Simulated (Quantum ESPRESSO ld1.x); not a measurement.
The numbers below are computed, except where a source is named.
Task: Radial electron density D(r) = 4 pi r^2 rho(r) of an atom or ion with 50 electrons. Level of theory: Dirac Kohn-Sham, relativistic LDA (MacDonald-Vosko exchange, VWN5 correlation), spin-unpolarised, spherical densities, point nucleus (ld1.x of Quantum ESPRESSO 7.5).

```
   r/bohr * D(r) (the largest magnitude, 99.6, reaches the edge; | marks zero)
0.0009913 | *
 0.001136 | *
 0.001301 | *
 0.001491 |  *
 0.001708 |   *
 0.001957 |    *
  0.00226 |     *
 0.002589 |      *
 0.002966 |        *
 0.003398 |          *
 0.003894 |            *
 0.004461 |              *
 0.005111 |                 *
 0.005855 |                    *
 0.006708 |                        *
 0.007685 |                            *
 0.008805 |                               *
  0.01009 |                                   *
  0.01165 |                                      *
  0.01335 |                                        *
  0.01529 |                                         *
  0.01752 |                                          *
  0.02007 |                                         *
    0.023 |                                        *
  0.02635 |                                      *
  0.03018 |                                     *
  0.03458 |                                     *
  0.03962 |                                      *
  0.04539 |                                         *
    0.052 |                                             *
  0.05958 |                                                  *
  0.06881 |                                                     *
  0.07883 |                                                      *
  0.09032 |                                                    *
   0.1035 |                                               *
   0.1185 |                                          *
   0.1358 |                                        *
   0.1556 |                                        *
   0.1783 |                                            *
   0.2042 |                                              *
    0.234 |                                             *
   0.2681 |                                        *
   0.3071 |                              *
   0.3519 |                      *
   0.4064 |                *
   0.4656 |                *
   0.5334 |                  *
   0.6111 |                   *
   0.7002 |                 *
   0.8022 |             *
    0.919 |        *
    1.053 |     *
    1.206 |   *
    1.382 |  *
    1.583 | *
    1.814 |*
    2.095 |*
      2.4 *
     2.75 *
     3.15 *
    3.609 *
    4.135 *
```

What is the nuclear charge?

Result: Z = 58. The innermost maximum, from 1s, lies near gamma/Z bohr with gamma = sqrt(1 - (Z/c)^2) = 0.906, here 0.0156 bohr (found: 0.0172), and its height grows with Z. The density is that of the cerium ion Ce8+ in [Kr] 4d10 5s2 5p2; the configuration itself is not fixed sharply by these data, and Z only to a few units. D(r) has 4 maxima, at r = 0.0172, 0.0763, 0.214, 0.592 bohr, and minima at 0.0335, 0.141, 0.437 bohr, inside which lie 2.02, 11.22, 29.01 electrons.
